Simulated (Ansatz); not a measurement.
Coupled-cluster diagnostics for PtAu₃⁻ (the lowest singlet isomer of a short search), Ansatz.

Geometry of the singlet (PBE-D4/def2-SVPD):

```csv
atom,x (Å),y (Å),z (Å)
Pt1,0.107,-0.205,-0.408
Au2,-0.547,-0.507,2.111
Au3,-0.253,2.006,0.948
Au4,0.693,-1.294,-2.651
```

In the def2 sets Au, Pt take a core potential; there is no spin–orbit coupling. Correlated methods freeze no core orbitals; core or outer-core shells of Pt, Au are correlated, in sets that lack core-valence functions. The structure comes from a short search, and lower isomers may exist.

(1) Estimate the CCSD(T) correlation energy, the shares of MP2 and (T), T1 and the reference's ⟨S²⟩ for: charge -1, singlet, own geometry in def2-SVPD; and the rough time on 2 threads of AMD EPYC 7R43 on a shared host.

Answers

(1) 
| state | basis | correlation (eV) | MP2 share (%) | (T) share (%) | T1 | ⟨S²⟩ (pure) | wall time | remarks |
| --- | --- | --- | --- | --- | --- | --- | --- | --- |
| charge -1, singlet, own geometry | def2-SVPD | -40.687 | 106.8 | 4.0 | 0.038 | 0.00 (0.00) | 3.9 min | restricted SCF unstable |
Customary marks for T1 are 0.02 (closed shells), 0.045 (open shells) and about 0.05 (3d metals). T1 exceeds 0.02 in 1 of 1 rows and 0.045 in 0; the higher it lies, the less the single-reference result can be trusted.
